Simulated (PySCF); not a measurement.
1,1-difluoropropan-2-one (C3H4F2O), SMILES CC(=O)C(F)F.

Coordinates come from a B3LYP-D3(BJ)/def2-SVP optimisation. Other conformers were not sampled.

These are TDA-PBE/def2-SVPD (PySCF) values and carry that method's errors.

Vertical excitations. 

Computed lowest excited states:
| state | energy (eV) | λ (nm) | f | main pairs |
|---|---|---|---|---|
| S1 | 4.01 | 309 | 0.000 | HOMO→LUMO 100 % |
| S2 | 6.41 | 193 | 0.000 | HOMO−1→LUMO 99 % |
| S3 | 6.46 | 192 | 0.030 | HOMO→LUMO+1 99 % |
| S4 | 7.17 | 173 | 0.009 | HOMO→LUMO+2 99 % |
| S5 | 7.44 | 167 | 0.000 | HOMO→LUMO+3 84 %, HOMO−4→LUMO 16 % |
| S6 | 7.48 | 166 | 0.009 | HOMO−3→LUMO 86 % |
| S7 | 7.55 | 164 | 0.004 | HOMO−4→LUMO 80 %, HOMO→LUMO+3 15 % |
| S8 | 7.64 | 162 | 0.029 | HOMO→LUMO+4 93 % |
| S9 | 7.75 | 160 | 0.030 | HOMO−5→LUMO 67 %, HOMO−2→LUMO 16 %, HOMO−3→LUMO 11 % |
| S10 | 8.12 | 153 | 0.068 | HOMO→LUMO+5 97 % |
| T1 | 3.36 | 369 | 0 | HOMO→LUMO 100 % |
| T2 | 5.90 | 210 | 0 | HOMO−2→LUMO 91 % |
| T3 | 6.11 | 203 | 0 | HOMO−1→LUMO 99 % |
| T4 | 6.35 | 195 | 0 | HOMO→LUMO+1 100 % |
Triplets are in the Tamm–Dancoff approximation.
